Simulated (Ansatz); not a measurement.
`O/C=[N]/[GaH2]` + HCl → `[Cl][GaH2]` + `N=CO` at 700 K and 1 bar (ligand exchange at a Ga–N bond).

Computed with Ansatz on PBE0-D4/def2-TZVP structures; ΔE is electronic, products minus reactants. CBS: MP2 limit from def2 TZ/QZ plus the TZ coupled-cluster correction, frozen cores. This one scheme is used for every species. For Ga outer-core shells are correlated without core-valence functions, which leaves a few kJ/mol of doubt a bond. Scalar relativity is left out up to krypton. Each species was taken in one conformer, which may not be the lowest.

```csv
species,CCSD(T)/CBS energy (Eh),H − E (kJ/mol),S (J/(mol·K))
`O/C=[N]/[GaH2]`,-2094.25715,192.0,415.1
HCl,-460.38127,38.4,211.8
`[Cl][GaH2]`,-2384.95520,74.2,315.7
`N=CO`,-169.71775,160.4,306.3
```

H − E and S are ideal-gas, rigid-rotor, harmonic terms from PBE0-D4/def2-TZVP, for one conformer and one mirror image of each species. 1 Eh = 2625.50 kJ/mol, R = 8.31446 J/(mol·K).

Task: By hand: ΔE, ΔH, ΔS and ΔG.

Result: ΔE = (-2384.95520) + (-169.71775) − (-2094.25715) − (-460.38127) = -0.03453 Eh = -90.7 kJ/mol. Δ(H − E) = 74.2 + 160.4 − 192.0 − 38.4 = 4.2, so ΔH = -86.5 kJ/mol. ΔS = 315.7 + 306.3 − 415.1 − 211.8 = -4.9 J/(mol·K). ΔG = -86.5 − 700 × (-4.9)/1000 = -83.1 kJ/mol.

Task: By hand: the equilibrium constant, and the temperature at which ΔG would vanish if ΔH and ΔS stayed fixed.

Result: log₁₀ K = −ΔG/(RT ln 10) = 6.2. ΔG = 0 at ΔH/ΔS = 17653 K, far beyond where these terms or the molecules hold.

The number of gas molecules stays the same, so ΔS is small and ΔH decides. A doubt of 5 kJ/mol in ΔE shifts log₁₀ K by 0.4 here. Other conformers and mirror images would add mixing entropy, several J/(mol·K) or more a flexible species. These are equilibria of isolated gas molecules and say nothing of rates. Largest T1 diagnostic: 0.016 (customary marks: 0.02 for closed shells, 0.045 for open ones).
